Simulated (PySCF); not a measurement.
## Dipole response of Cr²⁺ (chromium, charge +2)

[Ar] 3d4, high-spin 5D determinant. All numbers are calculated (PySCF 2.14, the non-relativistic Hamiltonian (point nucleus), in def2-TZVPPD (6s6p4d2f1g, 67 functions)). Coupled (time-dependent) response in atomic units; α is the mean over directions.

| method | mean α (bohr³) | α xx, yy, zz | C₆ (like pair) | S(−4) |
| --- | --- | --- | --- | --- |
| UHF | 3.243 | 3.044, 3.044, 3.641 | 9.337 | 6.033 |
| PBE | 3.983 | 3.704, 3.704, 4.542 | 11.13 | 13.52 |
| PBE0 | 3.706 | 3.457, 3.457, 4.204 | 10.48 | 10.23 |

S(−4) is the Cauchy moment in α(ω) = α(0) + S(−4) ω² + …

α(iu) at PBE0:

```tsv
u (hartree)	α(iu) (bohr³)
0	3.706
0.0500	3.681
0.100	3.609
0.200	3.369
0.300	3.082
0.500	2.579
0.750	2.145
1.00	1.837
1.50	1.389
2.00	1.068
3.00	0.6635
5.00	0.3134
```

A single London oscillator, α(iu) = α/(1 + u²/ω²), gives C₆ = (3/4) ω α². Matching the computed C₆ needs ω = 4 × 10.48 / (3 × 3.706²) = 1.02 hartree.

For an ion, C₆ is the dispersion term alone; charge-induced terms of lower order in 1/R come first.

The components differ because the open shell of this determinant is not spherical; for a pure term their mean is the scalar polarisability.
